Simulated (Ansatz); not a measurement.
The cluster Mo₂S₂⁺. The state is a doublet with charge 1. Geometry relaxed at PBE0-D4/def2-SVP.

Cartesian coordinates in Å:
```
Mo 0.148 0.575 1.190
Mo -0.135 -0.525 -1.087
S -1.699 -0.708 0.489
S 1.686 0.659 -0.591
```

In the def2 sets Mo takes a core potential; there is no spin–orbit coupling. The charge 1 doublet is spin-contaminated (final ⟨S²⟩ up to 2.76, 0.75 for a pure state). The structure comes from a short search, and lower isomers may exist.

Estimate the harmonic wavenumbers at UKS PBE0-D4/def2-SVP (Ansatz, unscaled). Is this a minimum?

101, 123, 285, 294, 464, 479 cm⁻¹. Yes, no mode is imaginary beyond noise. Zero-point energy 10.4 kJ/mol. Hardware: 4 threads of Arm Neoverse V2 on a shared host. Wall time 49 s.
